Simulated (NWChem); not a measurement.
System: 1,1-difluoroethane (C2H4F2); SMILES FC(C)F

Here is an NWChem input.

```
start job
memory heap 200 mb stack 900 mb global 1100 mb
geometry units angstroms noautosym nocenter noautoz
  C     -0.113080     1.366535     0.000000
  C      0.350818    -0.060260     0.000000
  F     -0.122764    -0.705529    -1.092215
  F     -0.122764    -0.705529     1.092215
  H     -1.212214     1.387995     0.000000
  H      0.256316     1.886308    -0.894476
  H      0.256316     1.886308     0.894476
  H      1.451454    -0.162517     0.000000
end
basis spherical
  * library def2-svp
end
dft
  xc m05-2x
  iterations 150
end
cosmo
  dielec 3.9
end
task dft energy
```

Excerpt of the output:

```
             Northwest Computational Chemistry Package (NWChem) 7.3.0
             --------------------------------------------------------

                             Geometry "geometry" -> ""
                             -------------------------

 Output coordinates in angstroms (scale by  1.889725989 to convert to a.u.)

  No.       Tag          Charge          X              Y              Z
 ---- ---------------- ---------- -------------- -------------- --------------
    1 C                    6.0000    -0.11308000     1.36653500     0.00000000
    2 C                    6.0000     0.35081800    -0.06026000     0.00000000
    3 F                    9.0000    -0.12276400    -0.70552900    -1.09221500
    4 F                    9.0000    -0.12276400    -0.70552900     1.09221500
    5 H                    1.0000    -1.21221400     1.38799500     0.00000000
    6 H                    1.0000     0.25631600     1.88630800    -0.89447600
    7 H                    1.0000     0.25631600     1.88630800     0.89447600
    8 H                    1.0000     1.45145400    -0.16251700     0.00000000

 Effective nuclear repulsion energy (a.u.)     132.8145384597

                                 NWChem DFT Module
                                 -----------------

 Summary of "ao basis" -> "ao basis" (spherical)
 ------------------------------------------------------------------------------
       Tag                 Description            Shells   Functions and Types
 ---------------- ------------------------------  ------  ---------------------
 C                          def2-svp                 6       14   3s2p1d
 F                          def2-svp                 6       14   3s2p1d
 H                          def2-svp                 3        5   2s1p

 in cosmo_initialize ...

 solvent parameters
 solvname_short: unkn
 solvname_long:  unknown
 dielec:        3.9000

          ---------------
          -cosmo- solvent
          ---------------
 Cosmo: York-Karplus, doi: 10.1021/jp992097l
 dielectric constant -eps-     =   3.90
 screen = (eps-1)/(eps    )    =   0.74359
 surface charge correction     = lagrangian

   van der Waals surface
 --------------------------

[...]

                                   COSMO solvation results
                                   -----------------------

                 gas phase energy =      -278.054992162899
                 sol phase energy =      -278.059155562363
 (electrostatic) solvation energy =         0.004163399464 (    2.61 kcal/mol)

                       DFT Final Molecular Orbital Analysis
                       ------------------------------------

 Vector   15  Occ=2.000000D+00  E=-4.656083D-01
              MO Center=  2.0D-02,  1.0D+00, -4.0D-09, r^2= 2.4D+00
   Bfn.  Coefficient  Atom+Function         Bfn.  Coefficient  Atom+Function
  ----- ------------  ---------------      ----- ------------  ---------------
     6      0.392640  1 C  pz                62     -0.284408  6 H  s
    67      0.284408  7 H  s                 33     -0.233725  3 F  py
    47      0.233725  4 F  py                36      0.163844  3 F  py
    50     -0.163844  4 F  py                 9      0.155936  1 C  pz
    34      0.109491  3 F  pz                48      0.109491  4 F  pz

 Vector   16  Occ=2.000000D+00  E=-4.630515D-01
              MO Center= -1.6D-01,  9.9D-01,  6.7D-09, r^2= 2.2D+00
   Bfn.  Coefficient  Atom+Function         Bfn.  Coefficient  Atom+Function
  ----- ------------  ---------------      ----- ------------  ---------------
     4      0.313958  1 C  px                57     -0.283668  5 H  s
     5      0.242833  1 C  py                33     -0.199085  3 F  py
    47     -0.199085  4 F  py                62      0.193447  6 H  s
    67      0.193447  7 H  s                 36      0.140098  3 F  py
    50      0.140098  4 F  py                72     -0.133868  8 H  s

 Vector   17  Occ=2.000000D+00  E=-4.102487D-01
              MO Center=  2.1D-01,  5.2D-02, -1.0D-08, r^2= 2.1D+00
   Bfn.  Coefficient  Atom+Function         Bfn.  Coefficient  Atom+Function
  ----- ------------  ---------------      ----- ------------  ---------------
    72      0.298100  8 H  s                 18      0.276235  2 C  px
     5      0.270197  1 C  py                32      0.250792  3 F  px
    46      0.250792  4 F  px                19     -0.235253  2 C  py
    33     -0.189892  3 F  py                47     -0.189892  4 F  py
     3     -0.178510  1 C  s                 35     -0.178847  3 F  px

 Vector   18  Occ=0.000000D+00  E= 1.290825D-01
              MO Center=  5.9D-01,  1.3D+00, -2.1D-09, r^2= 5.1D+00
   Bfn.  Coefficient  Atom+Function         Bfn.  Coefficient  Atom+Function
  ----- ------------  ---------------      ----- ------------  ---------------
     3      2.186000  1 C  s                 63     -1.131273  6 H  s
    68     -1.131273  7 H  s                 73     -1.099861  8 H  s
    58     -0.747967  5 H  s                 21      0.582431  2 C  px
    17      0.456105  2 C  s                  8      0.414945  1 C  py
    18      0.199475  2 C  px                 5      0.152864  1 C  py

 Vector   19  Occ=0.000000D+00  E= 1.569757D-01
              MO Center=  6.8D-03,  6.6D-01, -7.2D-09, r^2= 5.9D+00
   Bfn.  Coefficient  Atom+Function         Bfn.  Coefficient  Atom+Function
  ----- ------------  ---------------      ----- ------------  ---------------
     3      2.149287  1 C  s                 58     -1.590463  5 H  s
    17     -1.492641  2 C  s                 73      1.471792  8 H  s
    21     -0.529355  2 C  px                22     -0.450611  2 C  py
     7     -0.407058  1 C  px                63     -0.341386  6 H  s
    68     -0.341386  7 H  s                  8     -0.247342  1 C  py

[...]
```

Level: M05-2X/def2-SVP, COSMO on the gas-phase geometry. All runs use the structure optimised with PBE0/def2-SVP. COSMO prints the solvation energy as gas minus solution, so a positive value is a stabilisation.
